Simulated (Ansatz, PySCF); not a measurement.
C3H6N2Si, SMILES N#CC/C=N/[SiH3]. Atoms are numbered in the order given.

```xyz
12

N     -3.3623     0.7902    -0.6901
C     -2.5266     0.3503    -0.0238
C     -1.4429    -0.2099     0.7930
C     -0.1322    -0.3175     0.0293
N      0.9720    -0.0841     0.5920
Si     2.5329    -0.2327    -0.2148
H     -1.2829     0.4012     1.6931
H     -1.7453    -1.2196     1.1217
H     -0.2345    -0.6350    -1.0320
H      3.2118     1.0888    -0.1564
H      2.3688    -0.6583    -1.6412
H      3.3367    -1.2443     0.5221
```

Geometry: ωB97X-D3(BJ)/def2-SVP. The structure was generated by enumeration; whether it is a known compound was not checked. Other conformers were not sampled.

Two levels are set side by side: PBE-D3(BJ)/def2-SVP (Ansatz, an electronic-structure program) and ωB97X-D3(BJ)/def2-SVP (PySCF). Each level has its own optimised geometry; the coordinates shown are those of the second. Frequencies come from the Hessian of PySCF at each geometry. Differences are taken from unrounded values.

```
quantity                            ωB97X-D3(BJ)
----------------------------------  ------------
mean bond length (Å)                       1.360
bond N1–C2 (Å)                             1.156
bond C2–C3 (Å)                             1.468
bond C3–C4 (Å)                             1.521
bond C4–N5 (Å)                             1.261
bond N5–Si6 (Å)                            1.763
bond C3–H7 (Å)                             1.100
bond C3–H8 (Å)                             1.104
bond C4–H9 (Å)                             1.112
bond Si6–H10 (Å)                           1.487
bond Si6–H11 (Å)                           1.498
bond Si6–H12 (Å)                           1.487
highest harmonic wavenumber (cm⁻¹)          3172
mean harmonic wavenumber (cm⁻¹)             1225
zero-point energy (kcal/mol)               52.56
```

Task: What does PBE-D3(BJ) give, and how far is it from ωB97X-D3(BJ)? (The exact figures need the calculation; the answer reports its results.)

Result: 
| quantity | PBE-D3(BJ) | PBE-D3(BJ) minus ωB97X-D3(BJ) |
|---|---|---|
| mean bond length (Å) | 1.369 | 0.009 |
| bond N1–C2 (Å) | 1.171 | 0.015 |
| bond C2–C3 (Å) | 1.461 | -0.007 |
| bond C3–C4 (Å) | 1.526 | 0.005 |
| bond C4–N5 (Å) | 1.271 | 0.010 |
| bond N5–Si6 (Å) | 1.772 | 0.008 |
| bond C3–H7 (Å) | 1.109 | 0.009 |
| bond C3–H8 (Å) | 1.114 | 0.010 |
| bond C4–H9 (Å) | 1.122 | 0.010 |
| bond Si6–H10 (Å) | 1.500 | 0.013 |
| bond Si6–H11 (Å) | 1.512 | 0.015 |
| bond Si6–H12 (Å) | 1.501 | 0.013 |
| highest harmonic wavenumber (cm⁻¹) | 3047 | -125 |
| mean harmonic wavenumber (cm⁻¹) | 1167 | -59 |
| zero-point energy (kcal/mol) | 50.03 | -2.53 |

Exact exchange shortens and stiffens bonds; PBE has none. Differences between two approximate levels are no errors against the true value.
